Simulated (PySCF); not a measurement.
Correlation energy of Mg (magnesium, neutral)

[Ne] 3s1 3p1, high-spin 3P determinant (an excited configuration). Calculation: PySCF 2.14, in x2c-TZVPPall; the spin-free X2C one-electron Hamiltonian (Gaussian nucleus). Frozen: 1s2; 10 electrons correlated.

```json
{"level": "CCSD", "correlation energy (mhartree)": "-170.44"}
{"level": "(T)", "correlation energy (mhartree)": "-1.24"}
{"level": "CCSD(T)", "correlation energy (mhartree)": "-171.68"}
```

Diagnostics: T1 = 0.0049, D1 = 0.0163, largest double amplitude 0.056.

Cost of the coupled-cluster step: of the order of 0.7 core-seconds, for 10 correlated electrons.

Iterations:

```
CC2 = 0
CCSD nocc = (np.int64(6), np.int64(4)), nmo = (31, 31)
frozen orbitals [[0], [0]]
max_cycle = 100
direct = 0
conv_tol = 1e-08
conv_tol_normt = 1e-06
diis_space = 8
diis_start_cycle = 0
Init t2, MP2 energy = -0.163606246582097
Init E_corr(UCCSD) = -0.163606246582813
cycle = 1  E_corr(UCCSD) = -0.168395866656262  dE = -0.00478962007  norm(t1,t2) = 0.0283249
cycle = 2  E_corr(UCCSD) = -0.169822575854554  dE = -0.0014267092  norm(t1,t2) = 0.0131327
cycle = 3  E_corr(UCCSD) = -0.170454720094155  dE = -0.00063214424  norm(t1,t2) = 0.00712214
cycle = 4  E_corr(UCCSD) = -0.17046848909482  dE = -1.37690007e-05  norm(t1,t2) = 0.000935106
cycle = 5  E_corr(UCCSD) = -0.170432826074604  dE = 3.56630202e-05  norm(t1,t2) = 0.000324834
cycle = 6  E_corr(UCCSD) = -0.170439727624954  dE = -6.90155035e-06  norm(t1,t2) = 5.44577e-05
cycle = 7  E_corr(UCCSD) = -0.170439847767007  dE = -1.20142053e-07  norm(t1,t2) = 6.48057e-06
cycle = 8  E_corr(UCCSD) = -0.170439651980793  dE = 1.95786214e-07  norm(t1,t2) = 1.67642e-06
cycle = 9  E_corr(UCCSD) = -0.170439660057723  dE = -8.07693004e-09  norm(t1,t2) = 3.81148e-07
UCCSD converged
E(UCCSD) = -200.0160774351294  E_corr = -0.1704396600577232
UCCSD(T) correction = -0.00124037132643999
```

The basis was made for the ground configuration and has no added diffuse functions, which can raise the energy of the promoted electron.

This basis was not built for core-valence correlation, so the inner-shell part is incomplete.
